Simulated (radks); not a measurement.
La XXIII, 35 electrons, occupied as [Ar] 3d10 4s2 4p5 (the NIST ground configuration).

Calculated with a radial shooting solver on a logarithmic mesh with Libxc functionals: scalar-relativistic Kohn-Sham, LDA (Slater exchange, VWN5 correlation), spin-polarised, spherical densities, finite nucleus; open shells are filled with parallel spins first (spin-orbit coupling, left out, can overturn this in heavy ions); Fermi nuclear charge, rms radius 4.855 fm.

Energy parts (hartree):
| part | energy |
|---|---|
| total | -8275.3933 |
| kinetic | 8763.1606 |
| electron-nucleus | -19213.2475 |
| Hartree | 2348.7236 |
| exchange-correlation | -174.0300 |

Orbitals (lengths in bohr, moments of r in powers of bohr; <r^-3> diverges for s and p1/2; r(90%) holds 90 % of the orbital's charge):
orbital  occ.  eigenvalue (hartree)      <r^4>  <r^-3>  r(90%)
1s up       1             -1445.883  1.923e-06       -  0.0452
1s down     1             -1445.862  1.923e-06       -  0.0452
2s up       1             -249.7040  0.0003178       -   0.166
2s down     1             -249.6902  0.0003177       -   0.166
2p up       3             -226.3899  0.0002313    7492   0.153
2p down     3             -226.3710  0.0002313    7492   0.153
3s up       1             -70.44825    0.01258       -   0.415
3s down     1             -70.42624    0.01257       -   0.415
3p up       3             -62.99547    0.01297    1521   0.419
3p down     3             -62.97149    0.01295    1521   0.419
3d up       5             -52.40871    0.01047   210.7   0.399
3d down     5             -52.38601    0.01045   210.8   0.399
4s up       1             -29.30451     0.2295       -   0.852
4s down     1             -29.21845     0.2299       -   0.852
4p up       3             -26.63227     0.2658   418.2   0.885
4p down     2             -26.54713     0.2664   418.0   0.886

The highest occupied level is 4p down at -722.38 eV. The electron density at the nucleus is 3.636e+05 e/bohr^3 (large components only). Spin moment in Bohr magnetons: 1.
